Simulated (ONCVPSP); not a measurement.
## silver (Ag), ONCV: configuration errors across variants

Ag, optimised norm-conserving Vanderbilt (ONCV), made with ONCVPSP 4.0.1 (PW91, scalar-relativistic). Core [Kr], reference 4d10 5s0.5 (charge +0.5). Waves: 5s: rc 2.25 bohr, ncon 4, nbas 7, qcut 2.7 1/bohr, 2 projectors, debl 1.3 Ha; p scattering state at 0.28 Ha: rc 2.45 bohr, ncon 5, nbas 8, qcut 3.6 1/bohr, 2 projectors, debl 3.9 Ha; 4d: rc 1.25 bohr, ncon 4, nbas 7, qcut 9.2 1/bohr, local. Local part: the d channel. Core correction: Teter function, fcfact 2.5, rcfact 1.7.

In the p channel the program set the typed energies aside and used 0.050, 3.950 Ha.

All-electron excitation energies from the reference (eV): (1) 4d10 5s1 -3.047; (2) 4d10 5s0 4.779; (3) 4d9 5s0 26.972; (4) 4d9 5s1 5p1 5.552.

2 further variants failed, have other tests or another functional or relativity, and are left out.

A true bound ghost makes a file unfit for plane-wave use even where its test errors are small: the radial tests pick states by their node count and pass the ghost by.

Errors AE − PS in meV (a dash: test not solved or not reliable):

```tsv
change	(1)	(2)	(3)	(4)	bound ghosts	GHOST(+) flags above zero
base	-3.3	-7.6	-87	-102	s	p
all radii but the core radius scaled by about 1.16 (s 2.62, p 2.84, d 1.46 bohr)	-2.9	-7.3	-95	-98	s	p
d: qcut 14.1	-3.4	-8.0	-89	-101	s	p
core correction Teter function, fcfact 2.5, rcfact 1.48	-0.1	-1.0	-19	-89	s	p
```

Question: Give the same row for: core correction Teter function, fcfact 6.6, rcfact 1.7.

Answer: -9.1, -19, -190, -122; bound ghosts: s; GHOST(+) flags above zero: p.
